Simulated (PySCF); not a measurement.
**How good is the calculation?**

Molfile (atoms numbered from 1):
```
C5H3NS
     RDKit          3D

 10 10  0  0  0  0  0  0  0  0999 V2000
    3.3533   -0.6254    0.5935 N   0  0  0  0  0  0  0  0  0  0  0  0
    2.2521   -0.3496    0.4240 C   0  0  0  0  0  0  0  0  0  0  0  0
    0.9109   -0.0216    0.2148 C   0  0  0  0  0  0  0  0  0  0  0  0
   -0.0657   -0.8193   -0.3263 C   0  0  0  0  0  0  0  0  0  0  0  0
   -1.3117   -0.1725   -0.3915 C   0  0  0  0  0  0  0  0  0  0  0  0
   -1.2680    1.0983    0.0949 C   0  0  0  0  0  0  0  0  0  0  0  0
    0.2911    1.5437    0.6480 S   0  0  0  0  0  0  0  0  0  0  0  0
    0.1169   -1.8254   -0.6587 H   0  0  0  0  0  0  0  0  0  0  0  0
   -2.2013   -0.6316   -0.7833 H   0  0  0  0  0  0  0  0  0  0  0  0
   -2.0687    1.8081    0.1622 H   0  0  0  0  0  0  0  0  0  0  0  0
  1  2  3  0
  2  3  1  0
  3  4  2  0
  4  5  1  0
  5  6  2  0
  6  7  1  0
  7  3  1  0
  4  8  1  0
  5  9  1  0
  6 10  1  0
M  END
```

Published estimates (parent shift plus substituent increments) and measurements: δ ¹H H10 7.48; H8 7.43; H9 6.96 ppm (estimated from measurements, as parent shift plus tabulated substituent increment; solution, not stated per compound (mostly CDCl3 or CCl4); Pretsch, Buehlmann, Badertscher, Structure Determination of Organic Compounds, 4th ed. (2009)).

No relativistic terms, single conformer, gas phase. σ from GIAO-PBE0/pcSseg-1; structure optimised with GFN2-xTB; PySCF.

**Question.** What does the calculation give, and how does it compare?

**Answer.** 
Reference values: estimated from measurements, as parent shift plus tabulated substituent increment (solution, not stated per compound (mostly CDCl3 or CCl4); Pretsch, Buehlmann, Badertscher, Structure Determination of Organic Compounds, 4th ed. (2009)).
| atoms | quantity | reference | computed | computed, scaled |
| --- | --- | --- | --- | --- |
| H10 | δ ¹H | 7.48 | 7.45 | 7.11 |
| H8 | δ ¹H | 7.43 | 7.75 | 7.40 |
| H9 | δ ¹H | 6.96 | 7.28 | 6.95 |

Computed shifts are σ(ref) − σ with the named reference compound (TMS for H and C) calculated as an isolated molecule at the same level. The measured values may be among those fitted. Scaled to experiment by linear calibration (H and C: mostly CDCl3 data, vs TMS): ¹H: δ = 30.01 − 0.943σ (rms 0.17 ppm, 504 shifts, 0.18 ppm with the 4 outliers that the fit left out). Occasional misses reach two or three times the rms, and more in compound classes unlike the fitted ones.

**Question.** How far are the unscaled ¹H shifts from the references?

**Answer.** Mean signed difference +0.20 ppm, mean absolute 0.22 ppm over 3 comparisons; the largest is +0.32 ppm at H8 (hydrogen on an aromatic CH).
